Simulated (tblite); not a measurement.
C5H5N2O2 (doublet state).
SMILES: `Cn1ccnc1C([O])=O`

Computed with GFN2-xTB (tblite): harmonic, unscaled wavenumbers at the GFN2-xTB geometry, gas phase. The method is semi-empirical: single wavenumbers can be off by several per cent or more. Open shells enter through the occupations alone, without spin polarisation, and single modes of such species can be off by tens of per cent.

Harmonic wavenumbers (cm⁻¹): 37.1, 98.4, 111.4, 171.6, 193.7, 231.1, 335.5, 383.8, 576.7, 606.7, 666.1, 682.0, 707.9, 774.0, 817.8, 846.2, 1027.9, 1052.7, 1070.9, 1103.4, 1135.7, 1244.9, 1288.5, 1355.7, 1396.8, 1419.2, 1448.9, 1455.7, 1480.3, 1538.2, 1895.8, 2983.7, 3022.3, 3030.9, 3176.6, 3193.4.

A = 2863, B = 1601, C = 1133 MHz; mass 125.035 u (most abundant isotopes); point group C1, symmetry number 1; spin multiplicity 2.

**Question.** What is the zero-point energy?

**Answer.** ½Σν̃ = 21281 cm⁻¹ = 254.58 kJ/mol.

**Question.** Give the ideal-gas entropy at 500 K and 1 bar in the rigid-rotor, harmonic-oscillator model (classical rotation).

**Answer.** Translation 179.82, rotation 125.76, vibration 165.13, spin (R ln 2) 5.76: S = 476.5 J/(mol K).

**Question.** And Cp and H(500 K) − H(0)?

**Answer.** Cp = 188.72 J/(mol K), of which vibrations give 155.47 (their classical limit is 36 R = 299.3); H(500 K) − H(0) = 57.86 kJ/mol without the zero-point energy, 41.23 from vibrations.

**Question.** Which modes carry the vibrational entropy at 500 K?

**Answer.** 37.1 cm⁻¹: 26.92; 98.4 cm⁻¹: 18.83; 111.4 cm⁻¹: 17.81; 171.6 cm⁻¹: 14.27; 193.7 cm⁻¹: 13.28; 231.1 cm⁻¹: 11.86 J/(mol K); the other 30 give 62.16 together.

**Question.** Blend soft modes into free rotors: weight 1/[1 + (100 cm⁻¹/ν̃)⁴] for the oscillator and the rest for a rotor with moment μB/(μ + B), μ = h/(8π²ν), B = 10⁻⁴⁴ kg m². What vibrational entropy results?

**Answer.** 152.12 J/(mol K) in place of 165.13, which changes −T·S at 500 K by +6.50 kJ/mol.

Hindered rotation and anharmonicity are outside this model. The structure is chiral; the term R ln 2 for an equal mix with its mirror image is left out.

Time: 0.43 s. Hardware: one thread of an Arm Neoverse V1, no GPU, shared host with 32 logical CPUs at a one-minute load of 27. The figure is for the frequency step alone.

Conformer computed: `[CH3:1][n:2]1[cH:3][cH:4][n:5][c:6]1[C:7]([O:8])=[O:9]`: N5–C6–C7–O8 -52°.
